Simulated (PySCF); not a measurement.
**Spin–spin coupling constants**

Bonds (- single, = double, # triple, : aromatic): Br1-C2 1.888 Å, C2:C3 1.394 Å, C3:C4 1.394 Å, C4:C5 1.394 Å, C5:C6 1.394 Å, C6:C7 1.394 Å, C7:C2 1.394 Å. C3 carries H8; C4 carries H9; C5 carries H10; C6 carries H11; C7 carries H12.

Indirect spin–spin couplings were computed at B3LYP/pcJ-1 (pcSseg-1 on Br) (without the spin–dipole term) (PySCF) on a PBE0-D3(BJ)/def2-SVP structure, for the isolated molecule, without vibrational or relativistic corrections. Couplings are averaged over pairs made equivalent by symmetry, fast rotation or ring inversion, so a value needn't be that of the named pair in this geometry, while other rotamers aren't included; one pair stands for each set, and the list holds a selection of those of at least 0.8 Hz over up to four bonds.

Isotopes: 13C, 1H.

```
   pair  bonds  J (Hz)
 C2, C3      1       ?
 C3, C4      1    61.4
 C3, H8      1   174.2
 C4, C5      1       ?
 C4, H9      1   168.5
C5, H10      1   168.8
 C2, H8      2       ?
 C3, C5      2       ?
 C3, C7      2     1.6
 C3, H9      2       ?
 C4, H8      2     1.0
C4, H10      2     2.0
 C2, C5      3     9.4
 C3, C6      3       ?
C3, H10      3     8.5
C3, H12      3       ?
C4, H11      3     8.9
 C5, H8      3     8.1
 H8, H9      3     9.3
H9, H10      3       ?
C2, H10      4    -1.9
C3, H11      4    -1.4
C4, H12      4    -1.1
H8, H10      4     0.9
H8, H12      4     1.9
H9, H11      4     1.4
```

Task: Estimate the withheld couplings, with signs.

Result: 
- 1J(C2,C3) = 69.0 Hz (bond length 1.394 Å)
- 1J(C4,C5) = 62.4 Hz (bond length 1.394 Å)
- 2J(C2,H8) = -2.9 Hz (angle at C3 120°)
- 2J(C3,C5) = -1.4 Hz (angle at C4 120°)
- 2J(C3,H9) = 2.2 Hz (angle at C4 119°)
- 3J(C3,C6) = 7.0 Hz
- 3J(C3,H12) = 5.8 Hz (dihedral angle 180°)
- 3J(H9,H10) = 8.3 Hz (dihedral angle 0°)

Relativistic effects of the heavier atoms present are left out.
